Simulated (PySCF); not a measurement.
Working out the ionisation energy of In

In [Kr] 4d10 5s2 5p1 (2P) → In⁺ [Kr] 4d10 5s2 (1S). Computed with PySCF 2.14 in x2c-SVPall, with the spin-free X2C one-electron Hamiltonian (Gaussian nucleus). Frozen: [Kr] 4d10. Energies in hartree (1 hartree = 27.21139 eV):

```csv
part,In (lower),In⁺ (upper)
UHF,-5877.614193,-5877.424448
CCSD correlation,-0.037014,-0.030892
(T),-0.000383,0.000000
```

What does Hartree-Fock give?

(-5877.424448) − (-5877.614193) = 0.189745 hartree = 5.163 eV.

What do CCSD and CCSD(T) give?

The CCSD correlation energies differ by 0.006122 hartree = 0.167 eV and the triples by 0.000383 hartree = 0.010 eV, so CCSD gives 5.330 eV and CCSD(T) 5.340 eV.

Measured between the centres of the two terms (NIST): 5.603 eV, so CCSD(T) (valence) is off by -0.263 eV.

A double-zeta basis recovers only part of the correlation energy.

What remains against the reference includes basis incompleteness, the frozen core and higher excitations.
